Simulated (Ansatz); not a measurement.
Born–Oppenheimer molecular dynamics of BCl2H5OSi (10 atoms, charge 0, multiplicity 1). It starts at the highest image of a converged band. Of that band: Neighbouring images differ by up to 1.8 eV, so the band resolves the path poorly. A vibrational analysis at the climbing image gives one clearly imaginary mode, 1278i cm⁻¹: a first-order saddle point.

Level of theory: Ansatz 0.2.0, RKS BLYP-D4/6-31G*.

```json
{
 "ensemble": "NVE (velocity Verlet)",
 "time step": "0.5 fs",
 "steps asked": "179",
 "starting velocities drawn for": "100 K",
 "seed": "10223"
}
```

First frame:

```xyz
10
Properties=species:S:1:pos:R:3
B 0.111 0.212 0.228
O -0.091 -0.539 1.610
H -1.061 -0.689 1.722
Cl 1.616 -0.363 -0.597
Cl -1.453 0.233 -0.733
Si 0.520 2.364 0.782
H 1.810 2.588 1.505
H 0.625 2.876 -0.614
H -0.583 3.096 1.486
H 0.082 0.707 1.613
```

(1) How far do the bonds stretch over the last three quarters of this one trajectory? (Pairs bonded in most of those frames.)

Answers

(1) 
| bond | mean (Å) | spread (Å) | shortest | longest |
| --- | --- | --- | --- | --- |
| B1–Cl4 | 1.800 | 0.054 | 1.72 | 1.88 |
| B1–Cl5 | 1.828 | 0.070 | 1.71 | 1.92 |
| B1–Si6 | 2.038 | 0.081 | 1.91 | 2.19 |
| O2–H3 | 0.982 | 0.012 | 0.96 | 1.01 |
| O2–H10 | 0.990 | 0.029 | 0.94 | 1.05 |
| Si6–H7 | 1.497 | 0.009 | 1.48 | 1.51 |
| Si6–H8 | 1.501 | 0.007 | 1.49 | 1.51 |
| Si6–H9 | 1.497 | 0.005 | 1.49 | 1.50 |

Mean temperature of the second half: 544 K. The conserved energy stayed within 0.12 meV per atom of its start (net change -0.018 meV per atom), so the integration is sound. The kinetic energy rose, since the run started high on the potential surface and went downhill. It ends in pieces (BCl2H3Si + H2O), so much of that is their flight and rotation, not heat. A run of 0.089 ps of so small a system gives no equilibrium averages. The orbitals stay closed-shell, which can raise the energy where a bond breaks towards radicals; this wasn't checked here.

Time of the run: 18 min on 2 threads of AMD EPYC 7571, on a shared host, peak memory 0.16 GiB.
